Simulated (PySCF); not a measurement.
Delta-SCF ions had no search for a lower state. Excitations are Tamm–Dancoff values on a coarser integration grid. The basis has no diffuse functions, so Rydberg states are missing or too high.

Species: CH8Si2, SMILES `[SiH3]C[SiH3]` (charge 0, multiplicity 1).

Task: What is the computed vertical ionisation energy (Delta-SCF), S1 oscillator strength, T1 excitation (TDA), S1 excitation (TDA) and S1–T1 gap (TDA) (PBE0-D4/def2-TZVP run with PySCF)?

Result: 
```
Quantity                                   Value
--------------------------------------  --------
vertical ionisation energy (Delta-SCF)  10.80 eV
S1 oscillator strength                     0.101
T1 excitation (TDA)                      7.34 eV
S1 excitation (TDA)                      7.83 eV
S1–T1 gap (TDA)                          0.50 eV
```
